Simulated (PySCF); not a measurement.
**SrS⁺: one state, many levels of theory**

State: ²Π (doublet), unpaired electrons π ↑. Set-up: PySCF, scalar-relativistic core potentials, basis sets Sr def2-SVPD with ECP28, S def2-SVPD. De refers to Sr⁺ + S in their high-spin ground configurations, without counterpoise correction. The functionals are run spin-unrestricted. A positive dipole points towards S; it is taken about the centre of mass and depends on that origin.

```tsv
Level	Re (Å)	ωe (cm⁻¹)	De (eV)	μ (D)
UHF	2.699	323	1.49	-10.56
UHF-MP2	2.672	326	2.31	n/a
UHF-SCS-MP2	2.677	324	2.30	n/a
UHF-CCSD	2.678	323	2.22	n/a
UHF-CCSD(T)	2.681	320	2.29	n/a
PBE	2.648	321	2.85	-8.12
r²SCAN	2.651	328	2.88	-8.84
M06-L	2.651	331	3.31	-9.07
B3LYP	2.656	322	2.59	-8.64
PBE0	2.641	330	2.74	-8.80
r²SCAN0	2.647	333	2.73	-9.20
```

Q: Which functional lies closest to UHF-CCSD(T) in De, which farthest, and by how much do they differ from it?

A: Closest is B3LYP (-2.5 pm in Re, +0.6 % in ωe, +0.30 eV in De against UHF-CCSD(T) in the same basis), farthest M06-L (-3.0 pm in Re, +3.4 % in ωe, +1.02 eV in De). CCSD(T) converges more slowly with the basis than the functionals do and binds too weakly in this one, so the order can change at the basis-set limit.

Q: What does a quarter of exact exchange do here, going from PBE to PBE0?

A: PBE0 less PBE: -0.7 pm in Re, +2.8 % in ωe, -0.11 eV in De. Exact exchange removes part of the self-interaction that spreads semilocal densities, and in most molecules shortens and stiffens the bond and lowers De; so it does here.

Q: What does the step from GGA to meta-GGA do here, going from PBE to r²SCAN?

A: r²SCAN less PBE: +0.3 pm in Re, +2.2 % in ωe, +0.03 eV in De. 

Correlated steps freeze 5 core orbitals. Correlated levels converge slowly with the basis: in double zeta they bind strong bonds too weakly, by up to about 1 eV, and carry superposition errors of some tenths. Spin–orbit coupling is left out. For an ion De counts to the pair picked by the measured ionisation energies or electron affinities, which need not be the lowest pair at this level. The state was picked by a PBE0 search and need not be the measured ground state.

The whole job (state search and all levels along the bond) took about 2.3 min on 1 thread of Oxide Virtual Turin-like (shared host), peak memory 0.66 GiB.
